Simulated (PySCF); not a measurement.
Al(H)(Me)(Et) (C₃H₉Al), SMILES C[CH2][AlH][CH3]. Heavy atoms are numbered as in [AlH:1]([CH3:3])[CH2:7][CH3:8]. Hydrogens are named by the atom that carries them.

Geometry: r2SCAN-D4/def2-SVP. The structure was generated by enumeration; whether it is a known compound was not checked. The values are those of a single conformer.

These are PBE/def2-TZVP (PySCF) values and carry that method's errors.

Atomic charges (e), one atom of each kind:

```csv
atom,Löwdin,Mulliken
Al1 (AlH),0.32,0.41
H on Al1,-0.11,-0.10
C3 (CH3),(withheld),-0.57
H on C3,(withheld),0.13
C7 (CH2),-0.44,-0.38
C8 (CH3),(withheld),-0.34
H on C7,0.15,0.12
H on C8,(withheld),0.11
```

Problem. What belongs in the gaps? (An estimate is asked for; the answer gives what the named calculation found.)

Solution. 
- C3 (CH3), Löwdin: -0.51
- H on C3, Löwdin: 0.14
- C8 (CH3), Löwdin: -0.34
- H on C8, Löwdin: 0.12
